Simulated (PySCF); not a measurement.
# Nuclear quadrupole coupling in p-anisic acid

Species: p-anisic acid, C8H8O3.
Cartesian coordinates in Å at the GFN2-xTB level; atoms count from 1:
```
atom  x, y, z in Å
C1    -3.4165   -0.4936   -0.2471
O2    -2.5198    0.2228    0.5700
C3    -1.1926    0.1397    0.3142
C4    -0.3600    0.8743    1.1664
C5     1.0042    0.8615    0.9970
C6     1.5731    0.1123   -0.0346
C7     3.0263    0.0658   -0.2627
O8     3.5672   -0.5631   -1.1407
O9     3.7340    0.8039    0.6120
C10    0.7447   -0.6180   -0.8822
C11   -0.6248   -0.6092   -0.7156
H12   -3.2338   -1.5711   -0.1941
H13   -4.4083   -0.2772    0.1458
H14   -3.3604   -0.1642   -1.2889
H15   -0.8202    1.4468    1.9560
H16    1.6414    1.4285    1.6571
H17    4.6779    0.7283    0.4033
H18    1.1981   -1.1928   -1.6756
H19   -1.2404   -1.1852   -1.3876
```

Field gradients from the PBE0/pcSseg-1 density (PySCF, non-relativistic), principal values in atomic units, ordered |Vxx| ≤ |Vyy| ≤ |Vzz|:

```csv
atom,Vxx,Vyy,Vzz
O2,-0.3467,-1.5628,1.9095
O8,0.7247,0.8218,-1.5465
O9,-0.4131,-1.2413,1.6544
```

Problem. Find the asymmetry η = (Vxx − Vyy)/Vzz and the couplings χ = eQV/h (234.96 MHz × Q in barn × V in au), with Q(17O) = −0.0256 b.

Solution. 
| atom | environment | nucleus | η | χzz (MHz) | χxx (MHz) | χyy (MHz) |
| --- | --- | --- | --- | --- | --- | --- |
| O2 | aryl ether oxygen | 17O | 0.64 | -11.49 | 2.09 | 9.40 |
| O8 | acid carbonyl oxygen | 17O | 0.06 | 9.30 | -4.36 | -4.94 |
| O9 | acid hydroxyl oxygen | 17O | 0.50 | -9.95 | 2.48 | 7.47 |

The tensor is traceless: Vxx + Vyy + Vzz = 0.

Problem. What is Vzz at O8 in SI units (1 au = 9.71736 × 10²¹ V/m²)?

Solution. -1.5465 au = -15.028 × 10²¹ V/m².

Problem. And the gradient at the other heavy atoms, for which no coupling is worked out here?

Solution. 
```json
{"atom": "C1", "environment": "methoxy carbon", "Vzz (au)": "0.435", "η": "0.08"}
{"atom": "C3", "environment": "aromatic carbon bearing oxygen", "Vzz (au)": "-0.405", "η": "0.18"}
{"atom": "C4", "environment": "aromatic CH carbon", "Vzz (au)": "0.241", "η": "0.34"}
{"atom": "C5", "environment": "aromatic CH carbon", "Vzz (au)": "0.379", "η": "0.07"}
{"atom": "C6", "environment": "substituted aromatic carbon", "Vzz (au)": "0.174", "η": "0.94"}
{"atom": "C7", "environment": "carboxylic acid carbon", "Vzz (au)": "-0.409", "η": "0.92"}
{"atom": "C10", "environment": "aromatic CH carbon", "Vzz (au)": "0.391", "η": "0.03"}
{"atom": "C11", "environment": "aromatic CH carbon", "Vzz (au)": "0.209", "η": "0.29"}
```

Were the hydrogens deuterons (Q(2H) = 0.00286 b), χzz would run from 196 kHz (H12 and H14) to 293 kHz (H17).

Isolated species at its GFN2-xTB geometry (one conformer only). GFN2-xTB bond lengths can be off by several hundredths of an ångström, more for odd bonds, and the gradients follow them. The small basis limits the accuracy of the gradients.

The run behind these numbers computed NMR shieldings as well. Hardware: an Arm Neoverse V1 with one thread, no GPU, shared host with 32 logical CPUs at a one-minute load of 11. Cost: 54 s wall (grids of density and orbitals included), 1.0 GiB resident at most.
